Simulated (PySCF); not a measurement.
Compound: C7H13BO2.
SMILES with atom numbers: `[CH2:1]=[C:2]([CH3:3])[CH2:4][B:5]([OH:6])[O:7][CH:8]1[CH2:9][CH2:10]1` (hydrogens: H11, H12 on C1; H13, H14, H15 on C3; H16, H17 on C4; H18 on O6; H19 on C8; H20, H21 on C9; H22, H23 on C10)

Level: PBE0/pcSseg-1 in PySCF, non-relativistic, on one gas-phase PBE0-D3(BJ)/def2-SVP geometry that isn't relaxed in the solvent. The solvent is an IEF-PCM continuum (cavity from Bondi-type radii × 1.2). The model holds no explicit solvent molecules, cavitation or dispersion.

Gas phase at PBE0/pcSseg-1: HOMO -6.85 eV, LUMO 0.35 eV, dipole 1.17 D.

Q: What does the continuum do to the energy, the frontier levels and the dipole at PBE0/pcSseg-1 in tetrahydrofuran and dichloromethane?

A: 
```tsv
solvent	ε	E(solvent) − E(gas) (kJ/mol)	polarisation term (kJ/mol)	distortion of the solute (kJ/mol)	HOMO (eV)	LUMO (eV)	dipole (D)
tetrahydrofuran	7.426	-19.13	-20.24	1.11	-6.87	0.34	1.36
dichloromethane	8.93	-19.92	-21.13	1.21	-6.88	0.34	1.37
```

Polarisation term: ½ Σ q·V over the induced surface charges. Distortion: the rise of the solute's own energy as its density leaves the gas-phase optimum. From tetrahydrofuran to dichloromethane the lowering changes by a factor 1.04, Onsager's factor (ε − 1)/(2ε + 1) by 1.04 and ε itself by 1.2.

Q: Which radius a makes the point-dipole formula ΔE = −[(ε − 1)/(2ε + 1)]·μ²/a³ give the value in dichloromethane, with the gas-phase dipole?

A: μ = 0.458 au and |ΔE| = 0.00759 Eh give a = 1.20 Å; the farthest nucleus lies 3.90 Å from the centroid of the nuclei, so such a sphere wouldn't even hold the nuclei. The formula assumes a rigid point dipole at the centre of a sphere.

Q: Which Hirshfeld charges (PBE0/pcSseg-1) respond most in dichloromethane (means over atoms taken as equivalent)?

A: 
| atoms | environment | gas (e) | solvent (e) | change |
| --- | --- | --- | --- | --- |
| O6 | boron-bound oxygen | -0.253 | -0.264 | -0.011 |
| H18 | hydroxyl hydrogen | +0.174 | +0.184 | +0.010 |
| C1 | terminal =CH2 carbon | -0.126 | -0.132 | -0.006 |
| O7 | boron-bound oxygen | -0.176 | -0.181 | -0.005 |
| H20/H23 | methylene hydrogen | +0.050 | +0.054 | +0.004 |
| H11 | vinylic hydrogen | +0.037 | +0.040 | +0.003 |
| C2 | fully substituted alkene carbon | +0.023 | +0.020 | -0.003 |
| C3 | allylic carbon | -0.115 | -0.117 | -0.002 |
| C8 | sp3 carbon bound to oxygen | +0.033 | +0.031 | -0.002 |
| C4 | sp3 carbon bound to boron | -0.147 | -0.149 | -0.002 |
| H19 | methine hydrogen | +0.041 | +0.043 | +0.002 |
| H12 | vinylic hydrogen | +0.038 | +0.039 | +0.001 |
